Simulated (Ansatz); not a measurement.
# Nudged elastic band run: H$_{3}$MgNOSi

Input:

```yaml
crystal:
  periodic: [false, false, false]
  atoms:
    - { symbol: O, position_ang: [-1.194496, 1.59877, 1.262045] }
    - { symbol: Si, position_ang: [-0.048466, 0.434311, 1.02465] }
    - { symbol: "N", position_ang: [0.26461, -0.362336, -0.304241] }
    - { symbol: Mg, position_ang: [0.813603, -1.426355, -1.749181] }
    - { symbol: H, position_ang: [-1.723006, 1.797785, 0.479598] }
    - { symbol: H, position_ang: [0.594121, 0.336732, 2.356737] }
    - { symbol: H, position_ang: [1.293625, -2.378907, -3.069609] }
basis:
  gaussian: { orbitals: def2-SVP }
hamiltonian:
  xc: pbe0
  dispersion: d4
neb:
  order_check: false
  images: 7
  f_tol: 0.05
  max_iterations: 60
  max_displacement: 0.02
  optimiser: fire
  final_atoms:
    - { symbol: O, position_ang: [-1.35684902, 1.53476383, 0.6902463] }
    - { symbol: Si, position_ang: [-0.13074798, 0.43684922, 0.8275648] }
    - { symbol: "N", position_ang: [0.42242462, -0.51055996, -0.30424354] }
    - { symbol: Mg, position_ang: [0.90598796, -1.53325723, -1.80228233] }
    - { symbol: H, position_ang: [-1.56902437, 2.03451868, 1.48571346] }
    - { symbol: H, position_ang: [0.35412964, 0.515667, 2.23540121] }
    - { symbol: H, position_ang: [1.37407016, -2.47798153, -3.13240089] }
  initial_path:
    images:
      - { positions_ang: [[-1.194496, 1.59877, 1.262045], [-0.048466, 0.434311, 1.02465], [0.26461, -0.362336, -0.304241], [0.813603, -1.426355, -1.749181], [-1.723006, 1.797785, 0.479598], [0.594121, 0.336732, 2.356737], [1.293625, -2.378907, -3.069609]] }
      - { positions_ang: [[-1.13487833, 1.64621093, 1.18770528], [-0.04159604, 0.43884443, 0.98383624], [0.28149353, -0.35372154, -0.35213292], [0.87874365, -1.49071231, -1.71695684], [-1.76648457, 1.78015459, 0.63396606], [0.5121347, 0.34068977, 2.33959768], [1.27057806, -2.36146588, -3.07601651]] }
      - { positions_ang: [[-1.07526066, 1.69365187, 1.11336557], [-0.03472609, 0.44337787, 0.94302248], [0.29837706, -0.34510708, -0.40002484], [0.94388431, -1.55506962, -1.68473268], [-1.80996314, 1.76252418, 0.78833412], [0.4301484, 0.34464755, 2.32245836], [1.24753112, -2.34402476, -3.08242401]] }
      - { positions_ang: [[-1.01564299, 1.7410928, 1.03902585], [-0.02785613, 0.4479113, 0.90220872], [0.31526059, -0.33649262, -0.44791676], [1.00902496, -1.61942693, -1.65250851], [-1.85344171, 1.74489377, 0.94270218], [0.34816209, 0.34860532, 2.30531904], [1.22448418, -2.32658364, -3.08883152]] }
      - { positions_ang: [[-0.95602532, 1.78853373, 0.96468614], [-0.02098617, 0.45244474, 0.86139496], [0.33214413, -0.32787816, -0.49580868], [1.07416562, -1.68378424, -1.62028435], [-1.89692028, 1.72726335, 1.09707024], [0.26617579, 0.3525631, 2.28817972], [1.20143724, -2.30914252, -3.09523903]] }
      - { positions_ang: [[-1.05623125, 1.72509126, 0.89607618], [-0.04842662, 0.44854586, 0.85293742], [0.35471425, -0.37354861, -0.44791739], [1.0321212, -1.64615249, -1.66578385], [-1.8149463, 1.80407719, 1.19423105], [0.28816425, 0.39333907, 2.27498509], [1.24459547, -2.35135227, -3.10452949]] }
      - { positions_ang: [[-1.15643717, 1.66164878, 0.82746622], [-0.07586708, 0.44464698, 0.84447988], [0.37728437, -0.41921906, -0.40002611], [0.99007679, -1.60852073, -1.71128334], [-1.73297233, 1.88089102, 1.29139185], [0.31015272, 0.43411505, 2.26179046], [1.2877537, -2.39356203, -3.11381996]] }
      - { positions_ang: [[-1.2566431, 1.59820631, 0.75885626], [-0.10330753, 0.4407481, 0.83602234], [0.39985449, -0.46488951, -0.35213482], [0.94803237, -1.57088898, -1.75678284], [-1.65099835, 1.95770485, 1.38855265], [0.33214118, 0.47489102, 2.24859584], [1.33091193, -2.43577178, -3.12311042]] }
      - { positions_ang: [[-1.35684902, 1.53476383, 0.6902463], [-0.13074798, 0.43684922, 0.8275648], [0.42242462, -0.51055996, -0.30424354], [0.90598796, -1.53325723, -1.80228233], [-1.56902437, 2.03451868, 1.48571346], [0.35412964, 0.515667, 2.23540121], [1.37407016, -2.47798153, -3.13240089]] }
```

Command:

```bash
$ ansatz run input.yaml --threads 1 --pin off --max-ram 2048MiB --backend cpu --events-out ev --progress --plain --runs-dir out
```

Output, in part (warnings, iteration lines, the closing report on the highest movable image, with atoms numbered from 0):

```
NEB end point (image 0): max|allowed force component| = 5.576e-3 eV/Å (the criterion of neb.relax_end_points is 1.000e-2)
NEB end point (image 8): max|allowed force component| = 2.953e-3 eV/Å (the criterion of neb.relax_end_points is 1.000e-2)
NEB iter   1: max|band force component| = 1.549e1 eV/Å  barrier→ = 1.8872 eV  barrier← = 1.7529 eV  Δτ_max = 0.0200 Å  (239 SCF iters)
NEB iter   2: max|band force component| = 1.055e1 eV/Å  barrier→ = 1.2136 eV  barrier← = 1.0793 eV  Δτ_max = 0.0200 Å  (213 SCF iters)
NEB iter   3: max|band force component| = 6.827e0 eV/Å  barrier→ = 0.7984 eV  barrier← = 0.6641 eV  Δτ_max = 0.0200 Å  (214 SCF iters)
NEB iter   4: max|band force component| = 3.883e0 eV/Å  barrier→ = 0.6380 eV  barrier← = 0.5037 eV  Δτ_max = 0.0200 Å  (216 SCF iters)
NEB iter   5: max|band force component| = 1.648e0 eV/Å  barrier→ = 0.6172 eV  barrier← = 0.4829 eV  Δτ_max = 0.0200 Å  (215 SCF iters)
NEB iter   6: max|band force component| = 1.047e0 eV/Å  barrier→ = 0.5792 eV  barrier← = 0.4449 eV  Δτ_max = 0.0183 Å  (221 SCF iters)
NEB iter   7: max|band force component| = 5.851e-1 eV/Å  barrier→ = 0.5449 eV  barrier← = 0.4106 eV  Δτ_max = 0.0200 Å  (221 SCF iters)
NEB iter   8: max|band force component| = 5.959e-1 eV/Å  barrier→ = 0.5047 eV  barrier← = 0.3704 eV  Δτ_max = 0.0087 Å  (218 SCF iters)
NEB iter   9: max|band force component| = 4.440e-1 eV/Å  barrier→ = 0.4851 eV  barrier← = 0.3508 eV  CI = image 4  Δτ_max = 0.0169 Å  (216 SCF iters)
NEB iter  10: max|band force component| = 4.337e-1 eV/Å  barrier→ = 0.4510 eV  barrier← = 0.3168 eV  CI = image 4  Δτ_max = 0.0200 Å  (217 SCF iters)
NEB iter  11: max|band force component| = 3.279e-1 eV/Å  barrier→ = 0.4163 eV  barrier← = 0.2820 eV  CI = image 4  Δτ_max = 0.0070 Å  (212 SCF iters)
NEB iter  12: max|band force component| = 3.017e-1 eV/Å  barrier→ = 0.4070 eV  barrier← = 0.2728 eV  CI = image 4  Δτ_max = 0.0138 Å  (174 SCF iters)
NEB iter  13: max|band force component| = 2.805e-1 eV/Å  barrier→ = 0.3903 eV  barrier← = 0.2560 eV  CI = image 4  Δτ_max = 0.0200 Å  (203 SCF iters)
NEB iter  14: max|band force component| = 2.880e-1 eV/Å  barrier→ = 0.3695 eV  barrier← = 0.2352 eV  CI = image 4  Δτ_max = 0.0059 Å  (216 SCF iters)
NEB iter  15: max|band force component| = 2.567e-1 eV/Å  barrier→ = 0.3643 eV  barrier← = 0.2301 eV  CI = image 4  Δτ_max = 0.0118 Å  (178 SCF iters)
NEB iter  16: max|band force component| = 2.414e-1 eV/Å  barrier→ = 0.3549 eV  barrier← = 0.2206 eV  CI = image 4  Δτ_max = 0.0173 Å  (203 SCF iters)
NEB iter  17: max|band force component| = 2.273e-1 eV/Å  barrier→ = 0.3425 eV  barrier← = 0.2082 eV  CI = image 4  Δτ_max = 0.0200 Å  (207 SCF iters)
NEB iter  18: max|band force component| = 1.994e-1 eV/Å  barrier→ = 0.3302 eV  barrier← = 0.1959 eV  CI = image 4  Δτ_max = 0.0046 Å  (208 SCF iters)
NEB iter  19: max|band force component| = 1.897e-1 eV/Å  barrier→ = 0.3278 eV  barrier← = 0.1935 eV  CI = image 4  Δτ_max = 0.0091 Å  (164 SCF iters)
NEB iter  20: max|band force component| = 1.979e-1 eV/Å  barrier→ = 0.3232 eV  barrier← = 0.1890 eV  CI = image 4  Δτ_max = 0.0132 Å  (172 SCF iters)
NEB iter  21: max|band force component| = 1.946e-1 eV/Å  barrier→ = 0.3172 eV  barrier← = 0.1829 eV  CI = image 4  Δτ_max = 0.0171 Å  (198 SCF iters)
NEB iter  22: max|band force component| = 1.671e-1 eV/Å  barrier→ = 0.3102 eV  barrier← = 0.1759 eV  CI = image 4  Δτ_max = 0.0200 Å  (209 SCF iters)
NEB iter  23: max|band force component| = 1.240e-1 eV/Å  barrier→ = 0.3033 eV  barrier← = 0.1691 eV  CI = image 4  Δτ_max = 0.0028 Å  (212 SCF iters)
NEB iter  24: max|band force component| = 1.260e-1 eV/Å  barrier→ = 0.3025 eV  barrier← = 0.1682 eV  CI = image 4  Δτ_max = 0.0056 Å  (157 SCF iters)
NEB iter  25: max|band force component| = 1.231e-1 eV/Å  barrier→ = 0.3009 eV  barrier← = 0.1666 eV  CI = image 4  Δτ_max = 0.0082 Å  (169 SCF iters)
NEB iter  26: max|band force component| = 1.124e-1 eV/Å  barrier→ = 0.2988 eV  barrier← = 0.1645 eV  CI = image 4  Δτ_max = 0.0105 Å  (175 SCF iters)
NEB iter  27: max|band force component| = 9.788e-2 eV/Å  barrier→ = 0.2964 eV  barrier← = 0.1621 eV  CI = image 4  Δτ_max = 0.0124 Å  (186 SCF iters)
NEB iter  28: max|band force component| = 7.894e-2 eV/Å  barrier→ = 0.2939 eV  barrier← = 0.1597 eV  CI = image 4  Δτ_max = 0.0139 Å  (197 SCF iters)
NEB iter  29: max|band force component| = 5.549e-2 eV/Å  barrier→ = 0.2918 eV  barrier← = 0.1575 eV  CI = image 4  Δτ_max = 0.0166 Å  (209 SCF iters)
NEB iter  30: max|band force component| = 4.480e-2 eV/Å  barrier→ = 0.2901 eV  barrier← = 0.1558 eV  CI = image 4  Δτ_max = 0.0200 Å  (209 SCF iters)
NEB iter  31: max|band force component| = 8.015e-2 eV/Å  barrier→ = 0.2892 eV  barrier← = 0.1549 eV  CI = image 4  Δτ_max = 0.0200 Å  (31 SCF iters)
NEB iter  32: max|band force component| = 5.220e-2 eV/Å  barrier→ = 0.2887 eV  barrier← = 0.1545 eV  CI = image 4  Δτ_max = 0.0200 Å  (218 SCF iters)
NEB iter  33: max|band force component| = 6.702e-2 eV/Å  barrier→ = 0.2886 eV  barrier← = 0.1543 eV  CI = image 4  Δτ_max = 0.0100 Å  (215 SCF iters)
NEB iter  34: max|band force component| = 4.505e-2 eV/Å  barrier→ = 0.2883 eV  barrier← = 0.1540 eV  CI = image 4  Δτ_max = 0.0000 Å  (390 SCF iters)
Total energy: -16890.97643360 eV, -620.7319348199 hartree
Atom 0 at    -0.998728     1.816210     0.869179 Å, force     0.010983     0.018408    -0.000530 eV/Å
Atom 1 at    -0.051536     0.464031     0.917170 Å, force    -0.016042    -0.013889     0.000989 eV/Å
Atom 2 at     0.385741    -0.459188    -0.287247 Å, force    -0.006314    -0.004645     0.003262 eV/Å
Atom 3 at     0.881319    -1.479112    -1.785381 Å, force     0.010331     0.000312     0.000634 eV/Å
Atom 4 at    -1.936706     1.795469     1.073859 Å, force    -0.001508    -0.009739     0.000401 eV/Å
Atom 5 at     0.383431     0.291701     2.328481 Å, force     0.005223     0.007359    -0.002006 eV/Å
Atom 6 at     1.336469    -2.429111    -3.116061 Å, force    -0.002673     0.002195    -0.002751 eV/Å
Dipole moment:    -0.369362     0.123317     0.347796 e Å
```

The run converged. The band force fell under the threshold earlier too, but the program's further tests of the path sent the band on. Another band between the same ends (7 images) ends at a top of the same energy, where a vibrational analysis finds 1 clearly imaginary mode.

Final band (atoms are numbered from 1 in the order of the input):

```json
{"image": "0", "path coordinate (Å)": "0.00", "energy (eV)": "0.000", "dihedral H5–O1–Si2–N3 (°)": "0"}
{"image": "1", "path coordinate (Å)": "0.24", "energy (eV)": "0.033", "dihedral H5–O1–Si2–N3 (°)": "16"}
{"image": "2", "path coordinate (Å)": "0.47", "energy (eV)": "0.138", "dihedral H5–O1–Si2–N3 (°)": "43"}
{"image": "3", "path coordinate (Å)": "0.71", "energy (eV)": "0.247", "dihedral H5–O1–Si2–N3 (°)": "71"}
{"image": "4", "path coordinate (Å)": "0.95", "energy (eV)": "0.288", "dihedral H5–O1–Si2–N3 (°)": "98"}
{"image": "5", "path coordinate (Å)": "1.18", "energy (eV)": "0.258", "dihedral H5–O1–Si2–N3 (°)": "123"}
{"image": "6", "path coordinate (Å)": "1.41", "energy (eV)": "0.195", "dihedral H5–O1–Si2–N3 (°)": "146"}
{"image": "7", "path coordinate (Å)": "1.64", "energy (eV)": "0.146", "dihedral H5–O1–Si2–N3 (°)": "168"}
{"image": "8", "path coordinate (Å)": "1.88", "energy (eV)": "0.134", "dihedral H5–O1–Si2–N3 (°)": "180"}
```

The run took 9.5 min on 1 thread of Arm Neoverse V2, with other jobs on the host, peak memory 0.25 GiB.
